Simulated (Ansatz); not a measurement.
`[NH2][Zr]([NH2])([F])[Cl]` + `C[N](C)[In]([NH2])[NH2]` → `C[N](C)[Zr]([NH2])([F])[Cl]` + `[NH2][In]([NH2])[NH2]`  (redistribution)

Isolated molecules relaxed with PBE0-D4/def2-TZVP in Ansatz; ΔE leaves out vibrations. CCSD(T)/CBS adds triple-zeta CCSD(T) − MP2 to the extrapolated MP2 energy (def2 sets, frozen cores). Functionals use def2-TZVPP. B3LYP here is the variant with VWN-RPA as its local correlation; programs differ in this. def2 core potentials past Kr. For In, Zr outer-core shells are correlated without core-valence functions, which leaves a few kJ/mol of doubt a bond. One conformer a species, not always the lowest.

(1) Is it downhill or uphill in electronic energy at CCSD(T)/CBS, and by how much? (Estimate.)

(2) What do these levels give: ωB97M-V, B2PLYP, B3LYP, MP2/def2-SVP, CCSD/def2-TZVPP, HF/CBS(def2)? (An estimate is asked.)

Largest T1 diagnostic among the species: 0.016.

Answers

(1) The calculation gave: Downhill: ΔE = -16.5 kJ/mol.

(2) Ansatz gave: ωB97M-V -14.6, B2PLYP -17.1, B3LYP -14.0, MP2/def2-SVP -19.1, CCSD/def2-TZVPP -17.5, HF/CBS(def2) -9.2 kJ/mol.

In def2-TZVPP, CCSD(T) changes the Hartree–Fock value by −10.1 kJ/mol (the triples alone add −2.3 kJ/mol) and MP2 by −12.5 kJ/mol. Leaving LDA and LC-ωPBE aside and taking each functional with its dispersion term where it has one, the values, not all of them listed here, spread over 4.5 kJ/mol, from PBE-QIDH to CAM-B3LYP-D4.
